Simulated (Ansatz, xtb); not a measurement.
## Relaxing a trial structure of CH3AlBrF

The starting geometry of this gas-phase singlet was built from a drawn formula by distance geometry and a force field; its bonds are those of `F[CH2][AlH][Br]`.

```xyz
7

C     1.1245    0.5570    1.6947
Al   -0.4505    1.7090    1.6293
Br   -2.4924    0.9941    2.6551
F     1.5244    0.2573    0.3991
H     0.9211   -0.3721    2.2325
H     1.9611    1.0644    2.2088
H    -0.3883    3.2025    0.9290
```

Task: Predict what it relaxes into with r2SCAN-D4/def2-SVP.

Result: It keeps its bonds, and is `F[CH2][AlH][Br]`.

The energy falls by 0.21 eV over 15 steps:

| step | E − E(last) (eV) |
| --- | --- |
| 1 | 0.214 |
| 3 | 0.045 |
| 4 | 0.037 |
| 6 | 0.026 |
| 7 | 0.016 |
| 9 | 0.003 |
| 10 | 0.002 |
| 12 | 0.000 |
| 13 | 0.000 |
| 15 | 0.000 |

Final geometry (Å):

```xyz
7

C     1.0919    0.5429    1.6915
Al   -0.5069    1.6954    1.5541
Br   -2.1005    1.4119    3.1374
F     1.9685    0.8441    0.6428
H     0.8406   -0.5356    1.6453
H     1.6282    0.6776    2.6520
H    -0.7220    2.7759    0.4256
```

From the same start GFN2-xTB ends elsewhere, differing in Al2–F4 (1.89 against 2.77 Å here).

The end wasn't checked by frequencies. Run with Ansatz 0.2.0, 36 s on 2 threads of Intel(R) Xeon(R) Platinum 8259CL CPU @ 2.50GHz (Skylake/Cascade Lake), with other jobs on the host.
